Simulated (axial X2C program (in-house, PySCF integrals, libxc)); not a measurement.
Low determinants of CrI⁻ at the PBE0 level, non-relativistic

Calculated with an in-house all-electron X2C program for linear molecules (integrals from PySCF). The Hamiltonian is the X2C one with the speed of light multiplied by 100, which is the non-relativistic limit. Basis: I dyall-av3z [11s10p8d2f], Cr dyall-av3z [10s10p7d3f2g] (cores contracted in-house); Gaussian nuclei, density fitting, unrestricted open shells. Masses: I 126.904 u, Cr 51.941 u.

Search at 2.805 Å (vertical energies from the lowest determinant):

```
ΔE (eV)           state  electrons beyond evenly filled partner blocks  electrons in σ, π, δ, φ
   0.00  M_S = 3, Λ = 0                     2 × σα, π+α, π-α, δ+α, δ-α               34 34 10 0
   0.49  M_S = 2, Λ = 0                             π+α, π-α, δ+α, δ-α               34 34 10 0
   1.55  M_S = 3, Λ = 1                     σα, 2 × π+α, π-α, δ+α, δ-α               33 35 10 0
   1.66  M_S = 2, Λ = 1                    σα, π+α, π+β, π-α, δ+α, δ-α               33 35 10 0
   1.73  M_S = 2, Λ = 1                              σα, π+α, δ+α, δ-α               35 33 10 0
   2.77  M_S = 3, Λ = 2                      2 × σα, 2 × π+α, δ+α, δ-α               34 34 10 0
   3.02  M_S = 3, Λ = 1                          3 × σα, π+α, δ+α, δ-α               35 33 10 0
```

Lowest determinant, M_S = 3, Λ = 0 (beyond evenly filled blocks: 2 × σα, π+α, π-α, δ+α, δ-α): Re = 2.784 Å, ωe = 154.8 cm⁻¹.

The determinant in row 2 of the search, M_S = 2, Λ = 0 (beyond evenly filled blocks: π+α, π-α, δ+α, δ-α), was followed along the bond at PBE0; measured from the minimum of the lowest determinant it gives:

Te = 0.451 eV (3634 cm⁻¹), Re = 2.673 Å, ωe = 195.6 cm⁻¹.

Question: Compare the bond of the determinant in row 2 with that of the lowest one.

Answer: At PBE0 its Re is 0.111 Å shorter and its force constant, which goes as ωe², is 1.60 times that of the lowest determinant. This determinant mixes spin states, so it has no term energy of its own.

The search compares states at one distance, so a state with another bond length can lie lower; it is not exhaustive and yields mostly the lowest determinant of each block pattern, so other components and higher states of one pattern are missing. These are energies of single determinants, not of spin-adapted states; PBE0 term energies can be off by some tenths of an eV, and the functional has no current term. The lowest determinant need not be the ground state where others lie within half an eV. For an anion, determinants above electron detachment are held by the basis set. The highest occupied level of some functionals is positive through self-interaction error; at Hartree–Fock it is bound. Row 2 is spin-contaminated (⟨S²⟩ = 6.83 against 6.00), so its values are not those of a pure state. Row 1 has a positive highest level at its minimum. Row 2 has a positive highest level at its minimum.
